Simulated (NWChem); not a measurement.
Species: benzenedithiol (C$_{6}$H$_{6}$S$_{2}$); SMILES c1cc(ccc1S)S

```xyz
14

S      3.1940     0.0000    -0.0852
C      1.4093     0.0000    -0.0037
C      0.6972     0.0000     1.2008
C     -0.6972     0.0000     1.2008
C     -1.4093     0.0000    -0.0037
S     -3.1940     0.0000    -0.0852
C     -0.6957     0.0000    -1.2101
C      0.6957     0.0000    -1.2101
H      3.4163     0.0000     1.2448
H      1.2240     0.0000     2.1513
H     -1.2240     0.0000     2.1513
H     -3.4163     0.0000     1.2448
H     -1.2278     0.0000    -2.1575
H      1.2278     0.0000    -2.1575
```
Atoms are numbered in this order, from 1.

Results from NWChem. Pople sets run with spherical d functions. Coordinates come from a B3LYP/6-31G* (spherical d) optimisation. GIAO values for the isolated, static molecule; σ is the absolute isotropic shielding, δ = σ(reference) − σ with the isolated reference molecule computed at the same levels (13C: tetramethylsilane, 1H: tetramethylsilane).

```csv
level,σ S1 (ppm),δ C2 (ppm),δ C3 (ppm),δ C7 (ppm),δ H9 (ppm),δ H10 (ppm),δ H13 (ppm)
Hartree-Fock/6-31G*,587.7,131.9,126.3,126.7,3.04,6.91,7.25
"LDA (Slater exchange, VWN5)/pcSseg-1",459.1,143.2,135.6,133.6,3.66,6.77,7.00
B3LYP/6-311G**,479.9,140.3,132.3,130.7,3.49,6.75,6.92
PBE0/pcSseg-1,495.5,139.5,133.0,131.9,3.55,6.88,7.11
```
